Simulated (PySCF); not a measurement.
Computed Raman spectrum (relative Raman activity) of a molecule C₃H₄F₂Si. Coordinates come from a PBE0-D3(BJ)/def2-SVP optimisation. One conformer was computed; it need not be the lowest. Calculation: PySCF with PBE0-D3(BJ)/def2-SVP. Frequencies are harmonic and unscaled.

Lines under 2 % of the strongest are left out, and lines within 2 cm⁻¹ are merged.

ν (cm⁻¹): 190 (vw), 301 (vw), 431 (vw), 615 (w), 646 (w), 698 (vw), 895 (w), 932 (w), 935 (w), 1082 (w), 2249 (s), 2255 (vs), 2272 (s), 3485 (w) (against the strongest line: vs over 80 %, s over 45 %, m over 15 %, w over 4 %, vw less)

Task: Which structure fits?
A. C#CC(F)(F)[SiH3]
B. C#C[SiH2]C(F)F
C. FC1=C[C@H](F)[SiH2]1
D. FC=C=C[SiH2]F

Result: A, C#CC(F)(F)[SiH3]
